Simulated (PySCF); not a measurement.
C₂H₅BClFO, SMILES CCOB(F)Cl. Atoms are numbered in the order given.

```xyz
11

B      0.3048    -0.4217     0.7339
F      0.8179    -1.3341     1.5572
Cl     1.2549     1.0517     0.4197
O     -0.9015    -0.6544     0.1866
C     -1.5472     0.2160    -0.7523
C     -1.1211    -0.1024    -2.1755
H     -2.6363     0.0557    -0.6183
H     -1.3202     1.2739    -0.4997
H     -1.3178    -1.1655    -2.4183
H     -1.6823     0.5283    -2.8939
H     -0.0399     0.0975    -2.3150
```

Coordinates come from a PBE-D3(BJ)/def2-SVP optimisation. The structure was generated by enumeration, and PubChem lists no compound with its InChIKey, so it may never have been made. One conformer was computed; it need not be the lowest.

The numbers are results of PySCF with PBE/def2-TZVP, not measurements.

ESP charges are fitted to the potential on shells at 1.4 to 2.0 van der Waals radii. Atomic charges (e):

```json
[
 {"atom": "B1", "IAO": "0.51", "ESP fit": "0.44"},
 {"atom": "F2", "IAO": "-0.30", "ESP fit": "-0.21"},
 {"atom": "Cl3", "IAO": "-0.12", "ESP fit": "-0.15"},
 {"atom": "O4", "IAO": "-0.36", "ESP fit": "-0.33"},
 {"atom": "C5", "IAO": "-0.05", "ESP fit": "0.22"},
 {"atom": "C6", "IAO": "-0.43", "ESP fit": "-0.38"},
 {"atom": "H7", "IAO": "0.15", "ESP fit": "0.05"},
 {"atom": "H8", "IAO": "0.14", "ESP fit": "0.01"},
 {"atom": "H9", "IAO": "0.15", "ESP fit": "0.13"},
 {"atom": "H10", "IAO": "0.15", "ESP fit": "0.11"},
 {"atom": "H11", "IAO": "0.15", "ESP fit": "0.11"}
]
```

Computed Mayer and Wiberg (Löwdin basis) orders of the bonds:
| bond | Mayer | Wiberg |
|---|---|---|
| B1–F2 | 1.24 | 2.10 |
| B1–Cl3 | 1.20 | 2.07 |
| B1–O4 | 1.39 | 1.95 |
| O4–C5 | 0.92 | 1.32 |
| C5–C6 | 1.03 | 1.33 |
| C5–H7 | 0.95 | 0.87 |
| C5–H8 | 0.95 | 0.86 |
| C6–H9 | 0.96 | 0.90 |
| C6–H10 | 0.95 | 0.89 |
| C6–H11 | 0.96 | 0.90 |
